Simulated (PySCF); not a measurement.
## Computed NMR parameters against published values

Geometry:
```json
{"atom": "C1", "x (Å)": "-2.909", "y (Å)": "-0.162", "z (Å)": "1.074"}
{"atom": "C2", "x (Å)": "-1.986", "y (Å)": "0.538", "z (Å)": "0.090"}
{"atom": "C3", "x (Å)": "-1.250", "y (Å)": "-0.435", "z (Å)": "-0.817"}
{"atom": "C4", "x (Å)": "-0.290", "y (Å)": "0.195", "z (Å)": "-1.808"}
{"atom": "Se5", "x (Å)": "1.137", "y (Å)": "1.330", "z (Å)": "-1.043"}
{"atom": "Si6", "x (Å)": "2.140", "y (Å)": "-0.200", "z (Å)": "0.272"}
{"atom": "C7", "x (Å)": "3.836", "y (Å)": "0.375", "z (Å)": "0.754"}
{"atom": "Cl8", "x (Å)": "1.066", "y (Å)": "-0.564", "z (Å)": "2.012"}
{"atom": "Cl9", "x (Å)": "2.254", "y (Å)": "-2.019", "z (Å)": "-0.714"}
{"atom": "H10", "x (Å)": "-3.437", "y (Å)": "0.560", "z (Å)": "1.716"}
{"atom": "H11", "x (Å)": "-3.672", "y (Å)": "-0.766", "z (Å)": "0.557"}
{"atom": "H12", "x (Å)": "-2.340", "y (Å)": "-0.837", "z (Å)": "1.732"}
{"atom": "H13", "x (Å)": "-2.560", "y (Å)": "1.251", "z (Å)": "-0.528"}
{"atom": "H14", "x (Å)": "-1.245", "y (Å)": "1.140", "z (Å)": "0.642"}
{"atom": "H15", "x (Å)": "-0.714", "y (Å)": "-1.179", "z (Å)": "-0.203"}
{"atom": "H16", "x (Å)": "-1.982", "y (Å)": "-1.017", "z (Å)": "-1.407"}
{"atom": "H17", "x (Å)": "0.215", "y (Å)": "-0.566", "z (Å)": "-2.419"}
{"atom": "H18", "x (Å)": "-0.809", "y (Å)": "0.889", "z (Å)": "-2.486"}
{"atom": "H19", "x (Å)": "4.264", "y (Å)": "-0.314", "z (Å)": "1.497"}
{"atom": "H20", "x (Å)": "3.783", "y (Å)": "1.380", "z (Å)": "1.199"}
{"atom": "H21", "x (Å)": "4.493", "y (Å)": "0.408", "z (Å)": "-0.128"}
```

Measured values that the calculation should reproduce: δ 77Se Se5 5.0; δ 29Si Si6 18.4 ppm (measured; solution; U. Herzog, Habilitationsschrift, TU Bergakademie Freiberg, 2002/2003).

Level of theory: shieldings: GIAO PBE/pcSseg-1, coordinates at the PBE0-D3(BJ)/def2-SVP level, in PySCF (isolated molecule, single conformer, non-relativistic, fast rotation and ring inversion assumed for equivalent nuclei).

**Question.** How close does the calculation come?

**Answer.** 
Reference values: measured (solution; U. Herzog, Habilitationsschrift, TU Bergakademie Freiberg, 2002/2003).
```
atoms         quantity  reference  computed
  Se5  δ 77Se vs Me2Se        5.0     -23.6
  Si6    δ 29Si vs TMS       18.4      62.3
```

Computed shifts are σ(ref) − σ with the named reference compound (TMS for H and C) calculated as an isolated molecule at the same level.

Relativistic effects, spin–orbit coupling among them, are left out; they matter for Se and for the light atoms bonded to it.
